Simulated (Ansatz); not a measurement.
Total energies of C₈H₁₂Sn, SMILES `C=[CH][Sn]([CH]=C)([CH]=C)[CH]=C`.

```json
{"atom": "C1", "x (Å)": "1.462", "y (Å)": "0.248", "z (Å)": "-2.848"}
{"atom": "C2", "x (Å)": "1.766", "y (Å)": "0.367", "z (Å)": "-1.560"}
{"atom": "Sn3", "x (Å)": "0.282", "y (Å)": "0.293", "z (Å)": "-0.033"}
{"atom": "C4", "x (Å)": "-1.629", "y (Å)": "0.287", "z (Å)": "-0.975"}
{"atom": "C5", "x (Å)": "-2.241", "y (Å)": "-0.828", "z (Å)": "-1.358"}
{"atom": "C6", "x (Å)": "0.472", "y (Å)": "-1.480", "z (Å)": "1.133"}
{"atom": "C7", "x (Å)": "-0.565", "y (Å)": "-2.082", "z (Å)": "1.706"}
{"atom": "C8", "x (Å)": "0.488", "y (Å)": "1.963", "z (Å)": "1.274"}
{"atom": "C9", "x (Å)": "0.537", "y (Å)": "1.826", "z (Å)": "2.594"}
{"atom": "H10", "x (Å)": "0.439", "y (Å)": "0.106", "z (Å)": "-3.187"}
{"atom": "H11", "x (Å)": "2.221", "y (Å)": "0.286", "z (Å)": "-3.626"}
{"atom": "H12", "x (Å)": "2.808", "y (Å)": "0.509", "z (Å)": "-1.280"}
{"atom": "H13", "x (Å)": "-2.124", "y (Å)": "1.239", "z (Å)": "-1.155"}
{"atom": "H14", "x (Å)": "-3.215", "y (Å)": "-0.813", "z (Å)": "-1.844"}
{"atom": "H15", "x (Å)": "-1.805", "y (Å)": "-1.812", "z (Å)": "-1.204"}
{"atom": "H16", "x (Å)": "1.462", "y (Å)": "-1.910", "z (Å)": "1.271"}
{"atom": "H17", "x (Å)": "-1.581", "y (Å)": "-1.709", "z (Å)": "1.604"}
{"atom": "H18", "x (Å)": "-0.450", "y (Å)": "-2.984", "z (Å)": "2.304"}
{"atom": "H19", "x (Å)": "0.558", "y (Å)": "2.963", "z (Å)": "0.849"}
{"atom": "H20", "x (Å)": "0.473", "y (Å)": "0.853", "z (Å)": "3.075"}
{"atom": "H21", "x (Å)": "0.642", "y (Å)": "2.680", "z (Å)": "3.260"}
```

The species carries charge 0 and has multiplicity 1. Correlated methods include outer-core shells of Sn, which these sets cover unevenly. Sn takes the def2 core potential. Geometry: relaxed with PBE0-D4/def2-TZVP. It is one conformer, not always the lowest. Basis def2-TZVPP, the Gaussian-basis code of Ansatz.

RPA on PBE orbitals: Hartree–Fock energy of these orbitals -523.18454 Eh, correlation -2.60341 Eh (frozen core).

```tsv
functional	energy without D4 (Eh)	D4 term (kJ/mol)
LDA (SPW92)	-523.07592	–
PBE	-525.92515	-56.6
revPBE	-526.31520	-151.2
BLYP	-526.15568	-118.2
r2SCAN	-526.24623	-15.9
B97M-V	-526.37615	–
PBE0	-525.97438	-49.3
B3LYP	-526.45101	-90.0
r2SCANh	-526.22083	-17.0
r2SCAN0	-526.18480	-18.7
HSE06 (plane-wave form)	-525.95380	-46.6
BHLYP	-526.09205	-73.7
CAM-B3LYP	-526.15993	-51.1
LC-ωPBE	-526.16721	–
ωB97X-V	-526.25685	–
ωB97M-V	-526.16584	–
B2PLYP	-525.86748	–
PBE-QIDH	-525.73218	–
```

B3LYP takes the VWN-RPA correlation (the form of Gaussian; ORCA's B3LYP/G). HSE06 is the plane-wave form, built on full-range PBE exchange. The double hybrids freeze the cores in their second-order part.

LC-ωPBE has ω = 0.4 bohr⁻¹.
